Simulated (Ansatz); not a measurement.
Calculated with Ansatz (gas phase, PBE0-D4/def2-TZVP geometries, no zero-point term in ΔE). CCSD(T)/CBS is the MP2 limit (def2-TZVPP, def2-QZVPP) plus CCSD(T) − MP2 in def2-TZVPP, frozen cores. This one scheme is used for every species. Functionals use def2-TZVPP. B3LYP here is the variant with VWN-RPA as its local correlation; programs differ in this. Triplets are unrestricted, without spin–orbit coupling. Elements past krypton have def2 core potentials. For Au outer-core shells are correlated without core-valence functions, which leaves a few kJ/mol of doubt a bond. One conformer a species, not always the lowest.

`CC#[N+][Au-][O]C` → `[CH2]` (triplet) + `CC#[N+][Au-][OH]`  (formal loss of a carbene)

Problem. Is it downhill or uphill in electronic energy at CCSD(T)/CBS, and by how much? (Estimate.)

Solution. The calculation gave: Uphill: ΔE = +371.5 kJ/mol.

Problem. What do these levels give: BLYP-D4, B97M-V, PBE0-D4, revPBE, B3LYP, r2SCAN0, LC-ωPBE, HF/def2-TZVPP, MP2/def2-TZVPP, CCSD(T)/def2-TZVPP, MP2/def2-QZVPP, CCSD/CBS(def2)? (Best estimate.)

Solution. Computed: BLYP-D4 373.3, B97M-V 377.6, PBE0-D4 371.8, revPBE 353.1, B3LYP 363.1, r2SCAN0 346.6, LC-ωPBE 361.7, HF/def2-TZVPP 237.6, MP2/def2-TZVPP 372.1, CCSD(T)/def2-TZVPP 365.0, MP2/def2-QZVPP 375.6, CCSD/CBS(def2) 360.5 kJ/mol.

Largest T1 diagnostic among the species: 0.016.

The D4 term adds +8.6 kJ/mol with B3LYP and +4.6 kJ/mol with PBE0; it sums over pairs of atoms, weighted by their polarisabilities, and B3LYP, whose exchange is more repulsive, gets the larger term. From BLYP to BHLYP (50 % exact exchange), in def2-TZVPP and without D4, ΔE moves by −8.1 kJ/mol. Leaving LDA and LC-ωPBE aside and taking each functional with its dispersion term where it has one, the values, not all of them listed here, spread over 39.0 kJ/mol, from r2SCAN0-D4 to ωB97X-V. LDA lies +69.5 kJ/mol from PBE without D4.
